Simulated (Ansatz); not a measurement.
Ansatz results at the PBE0-D4/def2-TZVP geometry: size of the dipole moment (B3LYP/def2-TZVPP) 1.58 D; HOMO–LUMO gap (PBE/def2-TZVPP) 3.79 eV; LUMO energy (ωB97M-V/def2-TZVPP) -0.37 eV.

Each molecule was computed in one conformer, which needn't be the lowest.

**Question.** Which molecule gave them?
A. `[NH2][InH][Cl]`
B. `[SiH3][O][In]([SH])[O][SiH3]`
C. `C[N](C)[In]([OH])[O][SiH3]`
D. `[SH][In]([Br])[Br]`

**Answer.** B. The others give `C[N](C)[In]([OH])[O][SiH3]`: 1.49, 2.63, 0.16; `[NH2][InH][Cl]`: 3.09, 4.23, 0.27; `[SH][In]([Br])[Br]`: 1.35, 3.57, -0.68.

B3LYP here is the variant with VWN-RPA as its local correlation; programs differ in this.
